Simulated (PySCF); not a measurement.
Finite-field polarisability of F (fluorine, neutral)

[He] 2s2 2p5, 2P determinant. Calculation: PySCF 2.14, in aug-cc-pCVTZ-DK with one added diffuse shell each of s, p, d, f type (8s7p5d3f, 75 functions); scalar relativity by spin-free X2C-1e. Frozen: 1s2. Energy changes in a uniform field (μhartree):

```tsv
axis	F (au)	HF	MP2	CCSD	CCSD(T)
x	0.008	-99.548	-109.653	-108.551	-110.093
x	0.016	-398.331	-438.822	-434.413	-440.600
y	0.0077	-100.701	-113.990	-112.717	-114.875
y	0.0154	-403.139	-456.473	-451.368	-460.046
```

By symmetry the remaining axis equals y.

Derive α along x at CCSD(T) from the two fields.

With ΔE = −αF²/2 − γF⁴/24, α = −(16 ΔE(F) − ΔE(2F))/(6F²) = 3.440 bohr³.

And the mean polarisability at each level?

The components xx, yy, zz at CCSD(T) are 3.440, 3.873, 3.873, the third axis being equal by symmetry to one of the two computed. Means: HF 3.301, MP2 3.705, CCSD 3.664, CCSD(T) 3.729 bohr³. Reference: 3.74 ± 0.08 bohr³ (recommended; Schwerdtfeger and Nagle, table of static dipole polarizabilities (2023 update)).
